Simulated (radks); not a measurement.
Task: Isoelectronic series with 40 electrons, all held in the configuration [Kr] 4d2 5s2, which need not be the ground one along the series. Method: scalar-relativistic Kohn-Sham, PBE, spin-polarised, spherical densities, finite nucleus; open shells are filled with parallel spins first (spin-orbit coupling, left out, can overturn this in heavy ions); Fermi nuclear charge, rms radius of each element as measured or else 0.836 A^(1/3) + 0.57 fm; computed with a radial shooting solver on a logarithmic mesh with Libxc functionals. Total energies (hartree) and orbital eigenvalues (hartree) (* marks an orbital that is empty in some or all of the ions):

ion    E (hartree)   4d down*    5s down      4d up      5s up    4p down
Zr     -3598.51063   -0.10652   -0.14874   -0.14915   -0.17270   -1.16666
Nb+    -3819.27705   -0.47589   -0.41384   -0.52849   -0.43905   -1.69640
Mo2+   -4047.43298   -0.95397   -0.74655   -1.01411   -0.77293   -2.33309
Tc3+   -4282.98436   -1.52246   -1.13741   -1.58911   -1.16496   -3.05862
Ru4+   -4525.94267   -2.17281   -1.58178   -2.24542   -1.61056   -3.86498
Rh5+   -4776.33368   -2.90015   -2.07696   -2.97838   -2.10700   -4.74782
Pd6+   -5034.18151   -3.70140   -2.62122   -3.78501   -2.65255   -5.70444
Ag7+   -5299.51805   -4.57442   -3.21336   -4.66323   -3.24602   -6.73306
Cd8+   -5572.37277   -5.51766   -3.85255   -5.61156   -3.88656   -7.83242
In9+   -5852.78618   -6.52997   -4.53819   -6.62885   -4.57356   -9.00161
Sn10+  -6140.79135   -7.61046   -5.26983   -7.71424   -5.30660  -10.23997
Sb11+  -6436.42993   -8.75840   -6.04717   -8.86702   -6.08534  -11.54700
Te12+  -6739.74025   -9.97325   -6.86998  -10.08665   -6.90956  -12.92233
I13+   -7050.77280  -11.25453   -7.73811  -11.37267   -7.77913  -14.36569
Cs15+   -7696.1718  -14.01496   -9.61006  -14.14249   -9.65399  -17.45577
Ba16+   -8030.6353  -15.49356  -10.61384  -15.62573  -10.65923  -19.10228
La17+   -8373.0114  -17.03744  -11.66287  -17.17424  -11.70974  -20.81635
Ce18+   -8723.3504  -18.64643  -12.75721  -18.78783  -12.80557  -22.59799
Pr19+   -9081.7090  -20.32038  -13.89697  -20.46638  -13.94683  -24.44721

Estimate the row of Xe14+.

Result: E (hartree) -7369.56616; 4d down* -12.60187; 5s down -8.65149; 4d up -12.72472; 5s up -8.69395; 4p down -15.87688.
